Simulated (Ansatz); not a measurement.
H4OSn (SMILES [OH][SnH3]) moved off its minimum; all values from Ansatz (an electronic-structure program), cores frozen in correlated methods. Elements past Kr take the def2 small-core potentials, without spin–orbit coupling.
(charge 0, multiplicity 1)
```xyz
6

Sn    -0.2674     0.0259    -0.0582
O      1.6407    -0.1620     0.5764
H     -0.5118     1.5666    -0.7511
H     -1.1392    -0.1471     1.3876
H     -0.5535    -1.2364    -1.1737
H      2.2690    -0.0602    -0.1312
```

Forces at B3LYP/def2-TZVPP (eV/Å):

```json
[
 {"atom": "Sn1", "Fx": "0.552", "Fy": "-0.132", "Fz": "0.256"},
 {"atom": "O2", "Fx": "-0.861", "Fy": "0.065", "Fz": "0.141"},
 {"atom": "H3", "Fx": "0.054", "Fy": "0.064", "Fz": "-0.067"},
 {"atom": "H4", "Fx": "-0.046", "Fy": "-0.036", "Fz": "0.067"},
 {"atom": "H5", "Fx": "-0.031", "Fy": "-0.009", "Fz": "-0.050"},
 {"atom": "H6", "Fx": "0.332", "Fy": "0.048", "Fz": "-0.348"}
]
```

**Question.** Give the forces (eV/Å), the total energy and the dipole at CCSD(T)/def2-TZVPPD.

**Answer.** 
```csv
atom,Fx,Fy,Fz
Sn1,0.726,-0.146,0.299
O2,-0.907,0.076,0.104
H3,0.030,0.161,-0.117
H4,-0.132,-0.049,0.179
H5,-0.059,-0.087,-0.128
H6,0.342,0.044,-0.337
```
Energy -290.9718 hartree, dipole 1.96 D.
